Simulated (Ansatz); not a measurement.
C$_{6}$H$_{15}$In (`C[CH](C)[InH][CH](C)C`), relaxed with RKS PBE0-D4/def2-TZVP in the Gaussian-basis code of Ansatz from a GFN2-xTB geometry. The force threshold is 0.005 eV/Å; the program also tests the step.

Charge 0, multiplicity 1. In takes the def2 core potential.

Start:

```xyz
22

C     1.994    1.728   -1.901
C     1.767    0.770   -0.743
C     2.290   -0.626   -1.049
In   -0.504    0.704   -0.368
C    -1.726   -0.127    1.403
C    -3.022   -0.694    0.845
C    -0.901   -1.161    2.152
H     1.666    2.736   -1.635
H     1.423    1.408   -2.776
H     3.050    1.769   -2.179
H     2.268    1.149    0.156
H     2.090   -1.306   -0.217
H     3.370   -0.607   -1.220
H     1.813   -1.028   -1.945
H    -1.499    1.360   -1.728
H    -1.960    0.703    2.078
H    -3.699   -0.994    1.648
H    -3.529    0.054    0.230
H    -2.823   -1.569    0.222
H    -0.683   -2.019    1.513
H    -1.432   -1.523    3.036
H     0.048   -0.728    2.481
```

Task: How much energy does the relaxation release, and in how many steps? (An estimate is asked.)

Result: The calculation gave: 4.94 kcal/mol, in 17 steps, 1 of them rejected.

Task: Which bonds change most? (Best estimate.)

Result: The calculation gave: In4–C5 from 2.306 to 2.188 Å; C2–In4 from 2.303 to 2.188 Å; In4–H15 from 1.808 to 1.745 Å; C1–H10 from 1.093 to 1.099 Å.

Task: Give the relaxed structure. (Estimate.)

Result: The calculation gave: 
```xyz
22

C     2.066    1.723   -1.745
C     1.544    0.730   -0.718
C     2.014   -0.688   -1.027
In   -0.637    0.759   -0.538
C    -1.628   -0.085    1.220
C    -2.936   -0.781    0.867
C    -0.708   -0.995    2.023
H     1.794    2.754   -1.505
H     1.675    1.511   -2.745
H     3.162    1.682   -1.814
H     1.928    1.007    0.271
H     1.707   -1.407   -0.262
H     3.109   -0.733   -1.093
H     1.631   -1.046   -1.989
H    -1.600    1.425   -1.832
H    -1.865    0.793    1.835
H    -3.453   -1.134    1.769
H    -3.624   -0.123    0.330
H    -2.769   -1.661    0.237
H    -0.426   -1.888    1.455
H    -1.200   -1.349    2.940
H     0.217   -0.495    2.321
```
